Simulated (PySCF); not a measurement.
Task: Give a PBE0-D3(BJ)/def2-SVP geometry of InChI=1S/C5H4ClO/c6-5-3-1-2-4-7-5/h3-4H,1H2. (Doublet state.)

Result: 
```
atom  x, y, z in Å
Cl1    2.8785    0.5933   -0.5332
C2     1.2025    0.3696   -0.2240
C3     0.6420   -0.8414   -0.1049
C4    -0.8354   -1.0316    0.1694
C5    -1.4028    0.3271    0.2401
C6    -0.7895    1.4873    0.1110
O7     0.5722    1.5585   -0.1258
H8     1.2841   -1.7170   -0.2129
H9    -0.9934   -1.5925    1.1099
H10   -1.3096   -1.6351   -0.6274
H11   -1.2385    2.4791    0.1690
```

Any rigid rotation of these coordinates is as good. Atoms count from 1 in this order. C3 (carbon bonded to 2 C and H) is planar (angles 122.5°, 119.4° and 118.1°, sum 360.0°, 0.00 Å off the plane of its three neighbours). The 2 C–O bonds span 1.349 Å (C2–O7, drawn single) to 1.384 Å (C6–O7, drawn single), a spread of 0.035 Å. The 7 heavy atoms lie in one plane (0.004 Å rms). The 6-membered ring C2–C3–C4–C5–C6–O7 has internal angles of 105.6° to 128.8° (sum 720°, against 720° for a flat polygon); it is planar, 0.00 Å rms from its mean plane, widest ring torsion 1°.

Bonds between heavy atoms (Å): Cl1–C2 1.719, C2=C3 1.340, C3–C4 1.515, C4–C5 1.474, C5=C6 1.319, C6–O7 1.384, C2–O7 1.349.

Computed, not measured: PBE0-D3(BJ)/def2-SVP geometry optimisation, gas phase (PySCF).

Point group: Cs (every atom within 0.08 Å of its image). Stationary, but not proved a minimum. ⟨S²⟩ = 0.765 (exact for a doublet: 0.75).

The run took 2.9 min wall, 1.8 min CPU on one thread, x86-64 server, on a shared host. That covers the optimisation of the geometry.
